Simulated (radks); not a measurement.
Values are calculated unless marked as measured or tabulated.
Task: Orbital eigenvalues (eV) of the tellurium ion Te3+, [Kr] 4d10 5s2 5p1, of relativity; Dirac values are averaged over j with weights 2j + 1. Spin-unpolarised spherical Kohn-Sham, PBE, point nucleus unless stated (finite: rms radius 4.7423 fm), a radial shooting solver on a logarithmic mesh with Libxc functionals. A level marked "c x" has the speed of light scaled by that factor and shares open shells by 2j + 1; other Dirac levels either fill j = l - 1/2 first or share by 2j + 1.

| shell | non-rel. |
|---|---|
| 1s | -30427 |
| 2s | -4579.7 |
| 2p | -4299.4 |
| 3s | -933.74 |
| 3p | -816.61 |
| 3d | -599.08 |
| 4s | -182.72 |
| 4p | -142.38 |
| 4d | -74.157 |
| 5s | -41.028 |
| 5p | -31.451 |

Give the values at the level "Dirac, low j first".

Result: 
shell  Dirac, low j first  change of magnitude (%)
1s                 -31638                    +3.98
2s                -4876.4                    +6.48
2p                -4387.6                    +2.05
3s                -995.21                    +6.58
3p                -835.41                    +2.30
3d                -590.33                    -1.46
4s                -194.93                    +6.68
4p                -145.24                    +2.01
4d                -72.111                    -2.76
5s                -42.557                    +3.73
5p                -31.528                    +0.25
